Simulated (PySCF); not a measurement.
W(OMe)(H)5 (CH₈OW), SMILES C[O][WH5], multiplicity 1.

The structure is a stationary point at B3LYP-D3(BJ)/def2-SVP. The spin state was assumed, not searched. The structure was generated by enumeration; whether it is a known compound was not checked. The def2 effective core potentials stand for the cores of W; spin–orbit coupling is left out.

The numbers are results of PySCF with TDDFT-M06-2X/def2-SVPD, not measurements.

Vertical excitations.  State labels are in the subgroup Cs.

### Question
Give excitation energies, oscillator strengths and character. (The exact figures need the calculation; the answer reports its results.)

### Answer

```json
[
 {"state": "S1", "symmetry": "A'", "energy (eV)": "3.78", "λ (nm)": "328", "f": "0.011", "main pairs": "HOMO→LUMO 79 %, HOMO→LUMO+1 17 %"},
 {"state": "S2", "symmetry": "A\"", "energy (eV)": "3.85", "λ (nm)": "322", "f": "0.001", "main pairs": "HOMO−1→LUMO 81 %"},
 {"state": "S3", "symmetry": "A'", "energy (eV)": "4.40", "λ (nm)": "281", "f": "0.048", "main pairs": "HOMO→LUMO+1 76 %, HOMO→LUMO 18 %"},
 {"state": "S4", "symmetry": "A\"", "energy (eV)": "4.62", "λ (nm)": "268", "f": "0.013", "main pairs": "HOMO→LUMO+2 48 %, HOMO−1→LUMO+1 38 %"},
 {"state": "S5", "symmetry": "A\"", "energy (eV)": "4.78", "λ (nm)": "259", "f": "0.004", "main pairs": "HOMO−1→LUMO+1 51 %, HOMO→LUMO+2 43 %"},
 {"state": "S6", "symmetry": "A\"", "energy (eV)": "4.99", "λ (nm)": "248", "f": "0.005", "main pairs": "HOMO−2→LUMO 74 %, HOMO−5→LUMO 12 %"},
 {"state": "S7", "symmetry": "A'", "energy (eV)": "5.07", "λ (nm)": "245", "f": "0.005", "main pairs": "HOMO−3→LUMO 79 %, HOMO−3→LUMO+1 15 %"},
 {"state": "S8", "symmetry": "A'", "energy (eV)": "5.24", "λ (nm)": "237", "f": "0.020", "main pairs": "HOMO−1→LUMO+2 86 %"},
 {"state": "S9", "symmetry": "A'", "energy (eV)": "5.75", "λ (nm)": "215", "f": "0.001", "main pairs": "HOMO−3→LUMO+1 80 %, HOMO−3→LUMO 13 %"},
 {"state": "S10", "symmetry": "A\"", "energy (eV)": "5.79", "λ (nm)": "214", "f": "0.000", "main pairs": "HOMO−2→LUMO+1 83 %"},
 {"state": "T1", "symmetry": "A'", "energy (eV)": "3.13", "λ (nm)": "396", "f": "0", "main pairs": "HOMO→LUMO 88 %"},
 {"state": "T2", "symmetry": "A\"", "energy (eV)": "3.55", "λ (nm)": "349", "f": "0", "main pairs": "HOMO−1→LUMO 80 %, HOMO−2→LUMO 12 %"},
 {"state": "T3", "symmetry": "A'", "energy (eV)": "3.82", "λ (nm)": "324", "f": "0", "main pairs": "HOMO→LUMO+1 86 %"},
 {"state": "T4", "symmetry": "A\"", "energy (eV)": "4.29", "λ (nm)": "289", "f": "0", "main pairs": "HOMO−1→LUMO+1 73 %"}
]
```
Triplets are in the Tamm–Dancoff approximation, which puts them higher than full response would, so one can lie above its singlet here.
